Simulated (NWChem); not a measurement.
System: SOF, doublet; SMILES O=[S]F

Parts of the log:

```
             Northwest Computational Chemistry Package (NWChem) 7.3.0
             --------------------------------------------------------

                             Geometry "geometry" -> ""
                             -------------------------

 Output coordinates in angstroms (scale by  1.889725989 to convert to a.u.)

  No.       Tag          Charge          X              Y              Z
 ---- ---------------- ---------- -------------- -------------- --------------
    1 O                    8.0000    -0.56158700     1.19498100     0.00000000
    2 S                   16.0000     0.45230500     0.12763000     0.00000000
    3 F                    9.0000    -0.30965500    -1.31411800     0.00000000

 Effective nuclear repulsion energy (a.u.)     107.8489026192

  xc_inp: hfexch multiplicative factor not found.
                              NWChem Property Module
                              ----------------------

  itol2e modified to match energy
  convergence criterion.

                                 NWChem DFT Module
                                 -----------------

 Summary of "ao basis" -> "ao basis" (spherical)
 ------------------------------------------------------------------------------
       Tag                 Description            Shells   Functions and Types
 ---------------- ------------------------------  ------  ---------------------
 O                          iglo-ii                 10       22   5s4p1d
 S                          iglo-ii                 15       35   7s6p2d
 F                          iglo-ii                 10       22   5s4p1d

  itol2e modified to match energy
  convergence criterion.

            General Information
            -------------------
          SCF calculation type: DFT
          Wavefunction type:  spin polarized.
          No. of atoms     :     3
          No. of electrons :    33
           Alpha electrons :    17
            Beta electrons :    16
          Charge           :     0
          Spin multiplicity:     2
          Use of symmetry is: off; symmetry adaption is: off
          Maximum number of iterations: 150
          AO basis - number of functions:    79
                     number of shells:    35
          Convergence on energy requested:  1.00D-07
          Convergence on density requested:  1.00D-05
          Convergence on gradient requested:  5.00D-04

              XC Information
              --------------
                     Hartree-Fock (Exact) Exchange  1.000

      Superposition of Atomic Density Guess
      -------------------------------------

 Sum of atomic energies:        -571.62702656

      Non-variational initial energy
      ------------------------------

 Total energy =    -572.075090
 1-e energy   =   -1006.738199
 2-e energy   =     326.814207
 HOMO         =      -0.162914
 LUMO         =       0.029885

   convergence    iter        energy       DeltaE   RMS-Dens  Diis-err
 ---------------- ----- ----------------- --------- --------- ---------
 d= 0,ls=0.0,diis     1   -571.6986101858 -6.80D+02  4.75D-03  2.17D-01
                                                     4.34D-03  2.20D-01
 d= 0,ls=0.0,diis     2   -571.7508330848 -5.22D-02  1.78D-03  1.36D-01
                                                     1.84D-03  1.13D-01
 d= 0,ls=0.0,diis     3   -571.7934696554 -4.26D-02  3.29D-04  2.23D-03
                                                     4.99D-04  4.70D-03
 d= 0,ls=0.0,diis     4   -571.7957174687 -2.25D-03  2.71D-04  9.20D-04
                                                     2.88D-04  6.16D-04
 d= 0,ls=0.0,diis     5   -571.7965876669 -8.70D-04  1.30D-04  1.53D-04
                                                     2.16D-04  3.07D-04
  Resetting Diis
 d= 0,ls=0.0,diis     6   -571.7970140975 -4.26D-04  1.86D-04  1.17D-04
                                                     2.95D-04  1.14D-04
 d= 0,ls=0.0,diis     7   -571.7974487511 -4.35D-04  7.53D-05  5.59D-05
                                                     9.29D-05  5.55D-05
 d= 0,ls=0.0,diis     8   -571.7975591622 -1.10D-04  5.42D-05  1.62D-05
                                                     1.15D-04  5.40D-05
 d= 0,ls=0.0,diis     9   -571.7976636673 -1.05D-04  2.46D-04  3.60D-05
                                                     3.96D-04  2.94D-05
 d= 0,ls=0.0,diis    10   -571.7978842179 -2.21D-04  5.63D-05  1.53D-06
                                                     1.07D-04  3.91D-06
 d= 0,ls=0.0,diis    11   -571.7979008356 -1.66D-05  1.67D-05  6.73D-07
                                                     3.26D-05  8.23D-07
 d= 0,ls=0.0,diis    12   -571.7979029317 -2.10D-06  6.98D-06  1.30D-07
                                                     1.39D-05  2.71D-07
 d= 0,ls=0.0,diis    13   -571.7979034506 -5.19D-07  7.48D-06  5.07D-08
                                                     1.18D-05  6.80D-08
 d= 0,ls=0.0,diis    14   -571.7979036585 -2.08D-07  2.60D-06  7.05D-09
                                                     2.73D-06  7.18D-09
 d= 0,ls=0.0,diis    15   -571.7979036795 -2.10D-08  6.82D-07  8.90D-10
                                                     8.11D-07  1.74D-09

         Total DFT energy =     -571.797903679467
      One electron energy =    -1005.747493109962
           Coulomb energy =      369.440994188748
    Exchange-Corr. energy =      -43.340307377449
 Nuclear repulsion energy =      107.848902619196

 Numeric. integr. density =        0.000000000000

                    DFT Final Alpha Molecular Orbital Analysis
                    ------------------------------------------

[...]

          ----------------------
          Hyperfine Interactions
          ----------------------

 Total Spin Density (Fermi Contact Term)
 ------------------ --------------------
     Atom            x         y         z       Density (a.u.)      Aiso(MHz)     Aiso(Gauss)
     1  17-O     -1.06125   2.25819   0.00000       0.176364       -106.911435     -38.148594
     2  33-S      0.85473   0.24119   0.00000       0.195101         67.011979      23.911500
     3  19-F     -0.58516  -2.48332   0.00000       0.023480         98.792155      35.251438

           -------------------------------------------
           Anisotropic Interaction (Spin-Dipolar Term)
           -------------------------------------------

 ------------------------------------------------------------
     Atom            x         y         z
 ------------------------------------------------------------
     1  17-O     -1.06125   2.25819   0.00000

   Spin-Dipolar term (a.u.)
        xx             yy             zz             xy             xz             yz
 ------------------------------------------------------------------------------------------
      -1.148999      -1.094771       2.243770       0.027414      -0.000000      -0.000000

   Principal Comp. of -hf- tensor (au)            Anisotropic -hfcc- (MHz)               Anisotropic -hfcc- (Gauss)
 --------------------------------------------------------------------------------------------------------------------------
     -1.160443    -1.083327     2.243770      83.968861    78.388817  -162.357678      29.962127    27.971032   -57.933159

   Orientation of the principal axis of Hyperfine Tensor w.r.t absolute (molecular) frame
 --------------------------------------------------------------------------------------------------------------------------
      0.922823     0.385223     0.000000
     -0.385223     0.922823     0.000000
      0.000000     0.000000     1.000000

 ------------------------------------------------------------
     Atom            x         y         z
 ------------------------------------------------------------
     2  33-S      0.85473   0.24119   0.00000

   Spin-Dipolar term (a.u.)
        xx             yy             zz             xy             xz             yz
 ------------------------------------------------------------------------------------------
      -1.662590      -1.295881       2.958470       0.002270       0.000000       0.000000

   Principal Comp. of -hf- tensor (au)            Anisotropic -hfcc- (MHz)               Anisotropic -hfcc- (Gauss)
 --------------------------------------------------------------------------------------------------------------------------
     -1.662604    -1.295866     2.958470     -68.165235   -53.129341   121.294577     -24.323010   -18.957838    43.280848

   Orientation of the principal axis of Hyperfine Tensor w.r.t absolute (molecular) frame
 --------------------------------------------------------------------------------------------------------------------------
      0.999981     0.006191     0.000000
     -0.006191     0.999981     0.000000
      0.000000     0.000000     1.000000

 ------------------------------------------------------------
     Atom            x         y         z
 ------------------------------------------------------------
     3  19-F     -0.58516  -2.48332   0.00000

   Spin-Dipolar term (a.u.)
        xx             yy             zz             xy             xz             yz
 ------------------------------------------------------------------------------------------
      -0.131948      -0.193594       0.325542       0.021697      -0.000000      -0.000000

   Principal Comp. of -hf- tensor (au)            Anisotropic -hfcc- (MHz)               Anisotropic -hfcc- (Gauss)
 --------------------------------------------------------------------------------------------------------------------------
     -0.125077    -0.200465     0.325542     -62.817118  -100.678626   163.495744     -22.414672   -35.924576    58.339248

   Orientation of the principal axis of Hyperfine Tensor w.r.t absolute (molecular) frame
 --------------------------------------------------------------------------------------------------------------------------
      0.953341    -0.301895    -0.000000
      0.301895     0.953341    -0.000000
      0.000000     0.000000     1.000000
```

Level: UHF/IGLO-II, contact and dipolar terms. In the optimisation the excess spin sits in a" (Cs, its own frame). All runs use the structure optimised with PBE0/def2-SVP, spin-unrestricted. No stability test was run on the SCF state.

Problem. Which NWChem input produces such a log?

Solution. Several could match; the one computed here: the input that was run:
```
start job
memory heap 200 mb stack 700 mb global 900 mb
geometry units angstroms noautosym nocenter noautoz
  O     -0.561587     1.194981     0.000000
  S      0.452305     0.127630     0.000000
  F     -0.309655    -1.314118     0.000000
end
basis spherical
  * library iglo-ii
end
dft
  odft
  mult 2
  xc hfexch
  iterations 150
end
property
  hyperfine
end
task dft property
```
